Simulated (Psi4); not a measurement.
Psi4 input (wB97X-D/6-31G*):

```
memory 1500 MB

molecule {
1 2
C     1.68921100   -0.38959500   -0.52708400
C     0.75462200    0.15395700    0.24251600
C    -0.62612700    0.49238900   -0.22442500
O    -1.62950200   -0.17134000    0.54492700
H     1.50020700   -0.61143900   -1.57187200
H     2.67602000   -0.62453300   -0.14926200
H     0.95992000    0.36218300    1.28875800
H    -0.72965400    0.26416300   -1.29209100
H    -0.82542400    1.55786500   -0.09042600
H    -1.45128400   -1.11802300    0.50942900
symmetry c1
no_reorient
no_com
}

set {
  basis 6-31G*
  reference uks
  scf_type pk
  dft_radial_points 99
  dft_spherical_points 590
  e_convergence 1e-8
  d_convergence 1e-7
  maxiter 150
}

e = energy('wb97x-d')
print_out(f'\nFINAL {e:.10f} DIPOLE {variable("CURRENT DIPOLE")[0]:.6f} {variable("CURRENT DIPOLE")[1]:.6f} {variable("CURRENT DIPOLE")[2]:.6f}\n')
```

Output:

```
   => Loading Basis Set <=

    Name: 6-31G*
    Role: ORBITAL
    Keyword: BASIS
    atoms 1-3  entry C          line   111 file 6-31gs.gbs
    atoms 4    entry O          line   145 file 6-31gs.gbs
    atoms 5-10 entry H          line    44 file 6-31gs.gbs

   => WB97X-D: Empirical Dispersion <=

    Chai and Head-Gordon Dispersion Correction
    Chai, J.-D.; Head-Gordon, M. (2010), J. Chem. Phys., 132: 6615-6620

        s6 =       1.000000

         ---------------------------------------------------------
                                   SCF
               by Justin Turney, Rob Parrish, Andy Simmonett
                          and Daniel G. A. Smith
                              UKS Reference
         ---------------------------------------------------------

  ==> Geometry <==

    Molecular point group: c1
    Full point group: C1

    Geometry (in Angstrom), charge = 1, multiplicity = 2:

       Center              X                  Y                   Z               Mass
    ------------   -----------------  -----------------  -----------------  -----------------
         C            1.689211000000    -0.389595000000    -0.527084000000    12.000000000000
         C            0.754622000000     0.153957000000     0.242516000000    12.000000000000
         C           -0.626127000000     0.492389000000    -0.224425000000    12.000000000000
         O           -1.629502000000    -0.171340000000     0.544927000000    15.994914619570
         H            1.500207000000    -0.611439000000    -1.571872000000     1.007825032230
         H            2.676020000000    -0.624533000000    -0.149262000000     1.007825032230
         H            0.959920000000     0.362183000000     1.288758000000     1.007825032230
         H           -0.729654000000     0.264163000000    -1.292091000000     1.007825032230
         H           -0.825424000000     1.557865000000    -0.090426000000     1.007825032230
         H           -1.451284000000    -1.118023000000     0.509429000000     1.007825032230

  Running in c1 symmetry.

  Rotational constants: A =      0.85627  B =      0.14466  C =      0.14144 [cm^-1]
  Rotational constants: A =  25670.34901  B =   4336.76665  C =   4240.12754 [MHz]
  Nuclear repulsion =  116.844619723673006

  Charge       = 1
  Multiplicity = 2
  Electrons    = 31
  Nalpha       = 16
  Nbeta        = 15

  ==> Algorithm <==

  SCF Algorithm Type is PK.
  DIIS enabled.
  MOM disabled.
  Fractional occupation disabled.
  Guess Type is SAD.
  Energy threshold   = 1.00e-08
  Density threshold  = 1.00e-07
  Integral threshold = 1.00e-12

  ==> Primary Basis <==

  Basis Set: 6-31G*
    Blend: 6-31G*
    Number of shells: 36
    Number of basis functions: 72
    Number of Cartesian functions: 72
    Spherical Harmonics?: false
    Max angular momentum: 2

  ==> DFT Potential <==

   => LibXC <=

    Version 7.1.2
    S. Lehtola, C. Steigemann, M. J. T. Oliveira, and M. A. L. Marques,  SoftwareX 7, 1–5 (2018) (10.1016/j.softx.2017.11.002)

   => Composite Functional: WB97X-D <=

    wB97X-D Hyb-GGA Exchange-Correlation Functional

    J.-D. Chai and M. Head-Gordon,  Phys. Chem. Chem. Phys. 10, 6615–6620 (2008) (10.1039/B810189B)

    Deriv               =              1
    GGA                 =           TRUE
    Meta                =          FALSE

    Exchange Hybrid     =           TRUE
    MP2 Hybrid          =          FALSE

   => Exchange-Correlation Functionals <=

    1.0000   wB97X-D range-separated functional

   => Exact (HF) Exchange <=

    0.7780            HF,LR [omega = 0.2000]
    0.2220               HF

   => LibXC Density Thresholds  <==

    XC_HYB_GGA_XC_WB97X_D:  1.00E-14

   => Molecular Quadrature <=

    Radial Scheme          =       TREUTLER
    Pruning Scheme         =           NONE
    Nuclear Scheme         =       TREUTLER

    Blocking Scheme        =         OCTREE
    BS radius alpha        =              1
    Pruning alpha          =              1
    Radial Points          =             99
    Spherical Points       =            590
    Total Points           =         549213
    Total Blocks           =           3888
    Max Points             =            256
    Max Functions          =             71
    Weights Tolerance      =       1.00E-15

  ==> Integral Setup <==

  Using in-core PK algorithm.
   Calculation information:
      Number of atoms:                  10
      Number of AO shells:              36
      Number of primitives:             84
      Number of atomic orbitals:        72
      Number of basis functions:        72

      Integral cutoff                 1.00e-12
      Number of threads:                 1

  Performing in-core PK
  Using 10363518 doubles for integral storage.
  We computed 212891 shell quartets total.
  Whereas there are 222111 unique shell quartets.

  Computing range-separated integrals for PK
  We computed 212891 wK shell quartets total.
  Whereas there are 222111 wK unique shell quartets.

  ==> DiskJK: Disk-Based J/K Matrices <==

    J tasked:                  Yes
    K tasked:                  Yes
    wK tasked:                 Yes
    Omega:               2.000E-01
    Schwarz Cutoff:          1E-12


  Cached 50.0% of DFT collocation blocks in 0.490 [GiB].

  Minimum eigenvalue in the overlap matrix is 4.3620568749E-03.
  Reciprocal condition number of the overlap matrix is 6.4113412275E-04.
    Using symmetric orthogonalization.

  ==> Pre-Iterations <==

  SCF Guess: Superposition of Atomic Densities via on-the-fly atomic UHF (no occupation information).

   -------------------------
    Irrep   Nso     Nmo
   -------------------------
     A         72      72
   -------------------------
    Total      72      72
   -------------------------

  ==> Iterations <==

                        Total Energy        Delta E     RMS |[F,P]|

   @UKS iter SAD:  -192.25380123625135   -1.92254e+02   0.00000e+00
   @UKS iter   1:  -192.60136539513138   -3.47564e-01   5.20628e-03 ADIIS/DIIS
   @UKS iter   2:  -192.65111547258448   -4.97501e-02   3.55269e-03 ADIIS/DIIS
   @UKS iter   3:  -192.67983920782447   -2.87237e-02   6.82468e-04 ADIIS/DIIS
   @UKS iter   4:  -192.68171553756852   -1.87633e-03   4.24286e-04 ADIIS/DIIS
   @UKS iter   5:  -192.68278361999558   -1.06808e-03   2.76370e-04 ADIIS/DIIS
   @UKS iter   6:  -192.68333641314467   -5.52793e-04   1.51264e-04 ADIIS/DIIS
   @UKS iter   7:  -192.68404661316882   -7.10200e-04   1.33566e-04 ADIIS/DIIS
   @UKS iter   8:  -192.68443460153500   -3.87988e-04   8.41731e-05 DIIS
   @UKS iter   9:  -192.68454539460885   -1.10793e-04   6.20761e-05 DIIS
   @UKS iter  10:  -192.68461128939330   -6.58948e-05   3.88830e-05 DIIS
   @UKS iter  11:  -192.68463847702699   -2.71876e-05   1.52001e-05 DIIS
   @UKS iter  12:  -192.68464365504244   -5.17802e-06   6.67812e-06 DIIS
   @UKS iter  13:  -192.68464467618637   -1.02114e-06   2.27485e-06 DIIS
   @UKS iter  14:  -192.68464485310656   -1.76920e-07   1.22771e-06 DIIS
   @UKS iter  15:  -192.68464489946399   -4.63574e-08   6.02333e-07 DIIS
   @UKS iter  16:  -192.68464491076543   -1.13014e-08   2.44496e-07 DIIS
   @UKS iter  17:  -192.68464491178096   -1.01554e-09   1.17933e-07 DIIS
   @UKS iter  18:  -192.68464491206612   -2.85155e-10   3.77794e-08 DIIS
  Energy and wave function converged.

  ==> Post-Iterations <==

   Electrons on quadrature grid:
      Nalpha   =   15.9999992743 ; deviation = -7.257e-07
      Nbeta    =   14.9999992348 ; deviation = -7.652e-07
      Ntotal   =   30.9999985091 ; deviation = -1.491e-06

   @Spin Contamination Metric:   1.228871582E-02
   @S^2 Expected:                7.500000000E-01
   @S^2 Observed:                7.622887158E-01
   @S   Expected:                5.000000000E-01
   @S   Observed:                5.000000000E-01

    Orbital Energies [Eh]
    ---------------------

    Alpha Occupied:

       1A    -19.558832     2A    -10.589822     3A    -10.588508
       4A    -10.586972     5A     -1.393479     6A     -1.168228
       7A     -1.033790     8A     -0.918099     9A     -0.861901
      10A     -0.797213    11A     -0.789420    12A     -0.769427
      13A     -0.708642    14A     -0.669243    15A     -0.643136
      16A     -0.627902

    Alpha Virtual:

      17A     -0.190262    18A     -0.031134    19A     -0.007839
      20A     -0.002760    21A      0.036434    22A      0.047679
      23A      0.058785    24A      0.065435    25A      0.157739
      26A      0.222124    27A      0.343622    28A      0.373595
      29A      0.386238    30A      0.429881    31A      0.462107
      32A      0.493136    33A      0.518050    34A      0.576856
      35A      0.614824    36A      0.678696    37A      0.703956
      38A      0.735135    39A      0.752647    40A      0.777292
      41A      0.815117    42A      0.840692    43A      0.881818
      44A      0.928408    45A      1.004893    46A      1.116621
      47A      1.163137    48A      1.165863    49A      1.289021
      50A      1.391359    51A      1.457029    52A      1.478178
      53A      1.576277    54A      1.689196    55A      1.742296
      56A      1.770834    57A      1.829803    58A      1.940128
      59A      2.004069    60A      2.062536    61A      2.106830
      62A      2.193680    63A      2.274242    64A      2.280447
      65A      2.400547    66A      2.604290    67A      2.631525
      68A      2.722713    69A      3.556637    70A      3.930311
      71A      4.071395    72A      4.264007

    Beta Occupied:

       1A    -19.550898     2A    -10.588457     3A    -10.587125
       4A    -10.582582     5A     -1.373600     6A     -1.146696
       7A     -1.021914     8A     -0.908515     9A     -0.854116
      10A     -0.787094    11A     -0.776282    12A     -0.757914
      13A     -0.693432    14A     -0.658060    15A     -0.585550

    Beta Virtual:

      16A     -0.381542    17A     -0.147275    18A     -0.026701
      19A     -0.004001    20A      0.001614    21A      0.039188
      22A      0.052175    23A      0.066242    24A      0.069570
      25A      0.162116    26A      0.226490    27A      0.348994
      28A      0.386068    29A      0.391849    30A      0.438241
      31A      0.469361    32A      0.511394    33A      0.529206
      34A      0.581562    35A      0.618928    36A      0.683707
      37A      0.708638    38A      0.739819    39A      0.756406
      40A      0.782948    41A      0.822146    42A      0.861163
      43A      0.887548    44A      0.933797    45A      1.009505
      46A      1.120926    47A      1.168812    48A      1.181717
      49A      1.309025    50A      1.403402    51A      1.465965
      52A      1.503261    53A      1.592164    54A      1.704929
      55A      1.750670    56A      1.794803    57A      1.840465
      58A      1.950185    59A      2.018345    60A      2.074083
      61A      2.126114    62A      2.200489    63A      2.285046
      64A      2.296971    65A      2.415163    66A      2.612631
      67A      2.636201    68A      2.728910    69A      3.569758
      70A      3.947809    71A      4.082593    72A      4.270322

    Final Occupation by Irrep:
              A
    DOCC [    15 ]
    SOCC [     1 ]
    NA   [    16 ]
    NB   [    15 ]

  @UKS Final Energy:  -192.68464491206612

   => Energetics <=

    Nuclear Repulsion Energy =            116.8446197236730058
    One-Electron Energy =                -484.0058416434661126
    Two-Electron Energy =                 192.8609995160629467
    DFT Exchange-Correlation Energy =     -18.3814119140920909
    Empirical Dispersion Energy =          -0.0030105942438736
    VV10 Nonlocal Energy =                  0.0000000000000000
    Total Energy =                       -192.6846449120661191

  UHF NO Occupations:
  HONO-2 :   14  A 1.9997417
  HONO-1 :   15  A 1.9946317
  HONO-0 :   16  A 1.0000000
  LUNO+0 :   17  A 0.0053683
  LUNO+1 :   18  A 0.0002583
  LUNO+2 :   19  A 0.0002058
  LUNO+3 :   20  A 0.0000894

Computation Completed

Properties will be evaluated at   0.000000,   0.000000,   0.000000 [a0]

Properties computed using the SCF density matrix

 Multipole Moments:

 ------------------------------------------------------------------------------------
     Multipole            Electronic (a.u.)      Nuclear  (a.u.)        Total (a.u.)
 ------------------------------------------------------------------------------------

 L = 1.  Multiply by 2.5417464519 to convert [e a0] to [Debye]
 Dipole X            :          1.0901441            0.0000094            1.0901536
 Dipole Y            :         -0.4617918            0.0000038           -0.4617880
 Dipole Z            :         -0.4526760           -0.0000113           -0.4526873
 Magnitude           :                                                    1.2675207

 ------------------------------------------------------------------------------------

FINAL -192.6846449121 DIPOLE 1.090154 -0.461788 -0.452687

*** Psi4 exiting successfully. Buy a developer a beer!
```

The dipole moment of an ion depends on the origin.

The geometry given is a B3LYP-D3(BJ)/def2-TZVP minimum of the species of charge 0 and multiplicity 1, not of this state.
